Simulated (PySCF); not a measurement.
**MSe anions for M along the second period**

PBE0 with double-zeta basis sets in PySCF, for the lowest determinant that a PBE0 search found; no spin–orbit coupling. De refers to high-spin ground-configuration atoms (the charge goes to the atom of lower measured ionisation energy or higher electron affinity, which is not always the lowest computed limit). A positive dipole points towards Se; it is taken about the centre of mass and depends on that origin.

| M | basis | charged atom | state (unpaired electrons) | Re (Å) | ωe (cm⁻¹) | De (eV) | μ (D) |
| --- | --- | --- | --- | --- | --- | --- | --- |
| Li | aug-pcseg-1 | Se− | singlet (closed shell) | 2.190 | 566 | 2.18 | -4.28 |
| Be | aug-pcseg-1 | Se− | doublet (σ ↑) | 1.955 | 746 | 3.26 | 2.33 |
| B | aug-cc-pVDZ-DK | Se− | singlet (closed shell) | 1.836 | 815 | 5.23 | 4.67 |
| C | aug-cc-pVDZ-DK | Se− | doublet (π ↑) | 1.782 | 821 | 4.57 | 3.59 |
| N | aug-cc-pVDZ-PP/aug-cc-pVDZ | Se− | triplet (π ↑↑) | 1.762 | 758 | 3.31 | 2.44 |
| O | aug-cc-pVDZ-PP/aug-cc-pVDZ | Se− | doublet (π ↑) | 1.745 | 751 | 3.74 | 2.14 |
| F | aug-cc-pVDZ-PP/aug-cc-pVDZ | F− | singlet (closed shell) | 1.870 | 554 | 2.40 | 0.84 |

By what factor does the well depth vary along the series?

At PBE0 it runs from 2.18 eV (LiSe⁻) to 5.23 eV (BSe⁻), a factor of 2.40.

The rows differ in basis set, which adds steps of its own.

The state changes along the series, so neighbouring rows are not always alike in their bonding.

For an ion De counts to the pair picked by the measured ionisation energies or electron affinities, which need not be the lowest pair at this level. The highest Kohn–Sham level is positive in some of these anions. Much of that is self-interaction error, but it also means that the finite basis helps to hold the extra electron. States were picked by a PBE0 search and need not be the measured ground states.
